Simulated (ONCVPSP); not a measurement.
# An all-electron radial function and its pseudo partner (B (Z = 5))

Columns: radius, all-electron u(r) and pseudo u(r) of the 2s shell (level -31.28 eV) of boron in the configuration [He] 2s1; PBEsol, scalar-relativistic, ONCV scheme, ONCVPSP 4.0.1.

| r (bohr) | all-electron | pseudo |
| --- | --- | --- |
| 0.068 | -0.2605 | 0.0365 |
| 0.135 | -0.3582 | 0.0718 |
| 0.202 | -0.3574 | 0.1070 |
| 0.270 | -0.2962 | 0.1447 |
| 0.338 | -0.2001 | 0.1864 |
| 0.405 | -0.0883 | 0.2317 |
| 0.473 | 0.0312 | 0.2808 |
| 0.540 | 0.1475 | 0.3304 |
| 0.608 | 0.2596 | 0.3811 |
| 0.675 | 0.3611 | 0.4324 |
| 0.742 | 0.4525 | 0.4865 |
| 0.810 | 0.5339 | 0.5447 |
| 0.878 | 0.6042 | 0.6041 |
| 0.945 | 0.6629 | 0.6599 |
| 1.013 | 0.7121 | 0.7097 |
| 1.080 | 0.7507 | 0.7496 |
| 1.148 | 0.7805 | 0.7802 |
| 1.215 | 0.8012 | 0.8012 |
| 1.283 | 0.8144 | 0.8144 |
| 1.350 | 0.8203 | 0.8203 |
| 1.418 | 0.8200 | 0.8200 |
| 1.485 | 0.8142 | 0.8142 |
| 1.553 | 0.8035 | 0.8035 |
| 1.620 | 0.7889 | 0.7888 |
| 1.688 | 0.7706 | 0.7705 |
| 1.755 | 0.7497 | 0.7497 |

**Question.** How many radial nodes do the two functions have?

**Answer.** The all-electron 2s function has n − l − 1 = 1; the pseudo-wave has 0, since the states of the same l below it are removed with the core.

**Question.** At about which radius was the pseudo-wave matched?

**Answer.** 1.35 bohr. The columns agree to 0.0005 from 1.15 bohr on; several derivatives are matched, so the curves merge somewhat inside the radius.

**Question.** Is the pseudo-wave norm-conserving?

**Answer.** Yes: the ONCV scheme keeps the norm inside the radius equal to the all-electron one, which fixes the energy derivative of the logarithmic derivative at the level.
